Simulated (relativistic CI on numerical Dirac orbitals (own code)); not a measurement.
## Slater and spin-orbit integrals, W⁵³⁺

These numbers are calculated, not measured: Dirac-Coulomb-Breit CI, orbitals from a KLI potential per configuration, model QED (radiative potential, 1s self-energy scaled to tabulated hydrogen-like ionisation energies), unscaled Slater integrals (own radial code, finite nucleus).

Slater integrals F^k, G^k are unscaled and averaged over j, outside the closed core [Ne]; ζ comes from projecting the Hamiltonian with its Breit term on Σ l·s of the shell.

- 3s2 3p6 3d3: F^2(3d,3d) = 612510, F^4(3d,3d) = 396080, ζ(3d) = 240100 cm⁻¹; <r>(3d) = 0.1672, <r^2>(3d) = 0.03235 (bohr units).
- 3s2 3p5 3d4: ζ(3p) = 1.7881e+06, F^2(3d,3d) = 611680, F^4(3d,3d) = 395520, F^2(3p,3d) = 526350, G^1(3p,3d) = 554920, G^3(3p,3d) = 372080, ζ(3d) = 238230 cm⁻¹; <r>(3p) = 0.1875, <r^2>(3p) = 0.04075, <r>(3d) = 0.1674, <r^2>(3d) = 0.03243 (bohr units).
- 3s 3p6 3d4: F^2(3d,3d) = 611390, F^4(3d,3d) = 395320, G^2(3s,3d) = 427590, ζ(3d) = 239240 cm⁻¹; <r>(3s) = 0.1902, <r^2>(3s) = 0.04137, <r>(3d) = 0.1675, <r^2>(3d) = 0.03246 (bohr units).

Problem. Give the Racah parameters of the d shell in 3s2 3p6 3d3.

Solution. B = F²/49 − 5F⁴/441 = 8010 cm⁻¹ and C = 35F⁴/441 = 31435 cm⁻¹.

Averages of the first 10 configurations, taken without configuration mixing, which lowers the lowest level and can move excited configurations by several eV; other configurations of the list can lie among them:

| Configuration | Parity | States | Average energy above the lowest level (eV) |
| --- | --- | --- | --- |
| 3s2 3p6 3d3 | even | 120 | 139.2 |
| 3s2 3p5 3d4 | odd | 1260 | 595.9 |
| 3s 3p6 3d4 | even | 420 | 1043.7 |
| 3s2 3p6 3d2 4s | even | 90 | 2110.1 |
| 3s2 3p6 3d2 4p | odd | 270 | 2280.7 |
| 3s2 3p6 3d2 4d | even | 450 | 2463.1 |
| 3s2 3p5 3d3 4s | odd | 1440 | 2556.3 |
| 3s2 3p6 3d2 4f | odd | 630 | 2596.9 |
| 3s2 3p5 3d3 4p | even | 4320 | 2727.2 |
| 3s 3p6 3d3 4s | even | 480 | 3006.4 |
